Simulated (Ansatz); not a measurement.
A single point on C$_{3}$H$_{8}$B$_{2}$S, SMILES `C=CBB(C)S`.

```yaml
crystal:
  periodic: [false, false, false]
  atoms:
    - {symbol: C, position_ang: [-1.517937, -2.377483, -0.036283]}
    - {symbol: C, position_ang: [-0.901292, -1.284531, 0.429763]}
    - {symbol: B, position_ang: [-0.309281, -0.232610, -0.532170]}
    - {symbol: B, position_ang: [0.482950, 1.155232, -0.057204]}
    - {symbol: C, position_ang: [2.034611, 1.312887, 0.126218]}
    - {symbol: S, position_ang: [-0.509214, 2.615952, 0.268915]}
    - {symbol: H, position_ang: [-1.930768, -3.144610, 0.614617]}
    - {symbol: H, position_ang: [-1.625960, -2.538523, -1.105100]}
    - {symbol: H, position_ang: [-0.824124, -1.175558, 1.510933]}
    - {symbol: H, position_ang: [-0.475768, -0.445703, -1.707090]}
    - {symbol: H, position_ang: [2.362594, 2.308802, 0.433048]}
    - {symbol: H, position_ang: [2.396723, 0.589396, 0.865344]}
    - {symbol: H, position_ang: [2.545317, 1.055628, -0.808427]}
    - {symbol: H, position_ang: [-1.740850, 2.131817, 0.026335]}
basis:
  gaussian: {orbitals: def2-TZVPP}
hamiltonian: {xc: pbe}
correlation: {method: rpa}
```

```sh
$ ansatz run in.yaml --threads 4 --pin off --events-out ev --progress --plain --max-ram 10444MiB
```

Output, abridged:

```
Functional definition: PBE
1801 factors; integrals over basis functions are off by at most 9.8e-4 eV
mean field evaluation 1: about -15399.8521 eV, gradient 8.7e1 eV
mean field evaluation 2: about -15399.8421 eV, gradient 8.8e1 eV
mean field evaluation 4: about -15412.7110 eV, gradient 4.6e1 eV
mean field evaluation 8: about -15419.6576 eV, gradient 1.5e0 eV
mean field evaluation 16: about -15419.6629 eV, gradient 1.9e-3 eV
mean field -15419.66292135 eV, -566.6621605366 hartree, gradient 4.6e-6 eV, S^2 0.000000; 2 other end points of the search recorded, 0 dependent functions left out
10 core orbitals not correlated: weight in the atoms' cores, before any rotation towards them, 1.000 or more for the frozen orbitals, at most 0.000 for the correlated occupied ones
reference -15379.15171600 eV, -565.1734011995 hartree; 16, 16 occupied and 283, 283 virtual orbitals, 1801 factors
Total energy: -15420.03269579 eV, -566.6757494967 hartree
```

It took 6.5 s on 4 threads of an Intel Xeon 6975P-C on a shared host, with 0.93 GiB of host memory at the peak.
